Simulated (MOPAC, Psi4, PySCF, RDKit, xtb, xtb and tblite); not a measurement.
Two geometries of SMILES COC(=O)[SiH2]C(C)(C)C, relaxed at GFN2-xTB with one dihedral held; other torsions can differ between them too.

Structure A

```
23

C      3.4751     0.0849     0.9824
O      2.4174     1.0084     1.0994
C      2.0465     1.5811    -0.1125
O      2.4914     2.6414    -0.4455
Si     0.6825     0.6084    -1.0462
C     -0.9534     1.5701    -0.7580
C     -1.2001     1.7469     0.7435
C     -2.1233     0.7966    -1.3691
C     -0.8665     2.9494    -1.4162
H      4.4023     0.5882     0.6890
H      3.2386    -0.6906     0.2438
H      3.5973    -0.3669     1.9649
H      1.0357     0.5713    -2.4674
H      0.6165    -0.7365    -0.4662
H     -0.3923     2.3112     1.2056
H     -2.1319     2.2867     0.9116
H     -1.2720     0.7834     1.2445
H     -3.0553     1.3406    -1.2189
H     -2.2245    -0.1838    -0.9091
H     -1.9802     0.6568    -2.4381
H     -0.7449     2.8588    -2.4937
H     -1.7773     3.5164    -1.2243
H     -0.0244     3.5161    -1.0249
```

Structure B

```
23

C     -3.8936     0.8902     0.4021
O     -2.7772     0.5200     1.1975
C     -1.5611     0.4615     0.5916
O     -1.4087    -0.0306    -0.4979
Si    -0.3651     1.6921     1.4419
C      1.4566     1.3282     0.9778
C      1.6617     1.4993    -0.5307
C      2.3844     2.2907     1.7210
C      1.8166    -0.1098     1.3642
H     -3.9412     1.9803     0.3483
H     -3.8090     0.4714    -0.6032
H     -4.7858     0.5026     0.8905
H     -0.6248     1.6453     2.8810
H     -0.8041     2.9864     0.8974
H      0.9988     0.8392    -1.0849
H      2.6895     1.2587    -0.8012
H      1.4627     2.5247    -0.8367
H      3.4235     2.0961     1.4579
H      2.1573     3.3234     1.4662
H      2.2788     2.1767     2.7974
H      1.6868    -0.2718     2.4327
H      2.8562    -0.3192     1.1135
H      1.1889    -0.8186     0.8286
```

Task: Which is lower in energy at the level B3LYP-D3(BJ)/def2-SVP // GFN2-xTB (Psi4), and by how much?

Result: B is lower, by 20.01 kJ/mol (dihedral C1–O2–C3–Si5: 90° in A, 120° in B).

E(B) − E(A) in kJ/mol at the other levels, on the same two geometries: GFN2-xTB (xtb and tblite) -23.61; MMFF94 // GFN2-xTB (RDKit) -10.08; B3LYP/def2-SVP // GFN2-xTB (Psi4) -22.09; PBE/def2-SVP // GFN2-xTB (Psi4) -23.19; PBE-D3(BJ)/def2-SVP // GFN2-xTB (Psi4) -21.95; UFF // GFN2-xTB (RDKit) 1.88; PM6, restricted, heats of formation // GFN2-xTB (MOPAC) -28.15; AM1, restricted, heats of formation // GFN2-xTB (MOPAC) -28.38; GFN1-xTB // GFN2-xTB (xtb) -31.18; restricted B3LYP/6-31G*, spherical d, density fitting // GFN2-xTB (PySCF) -21.08; restricted M06-2X/6-31G*, spherical d, density fitting // GFN2-xTB (PySCF) -17.95; restricted Hartree-Fock/6-31G*, spherical d, density fitting // GFN2-xTB (PySCF) -18.28; restricted BP86/6-31G*, spherical d, density fitting // GFN2-xTB (PySCF) -21.97.
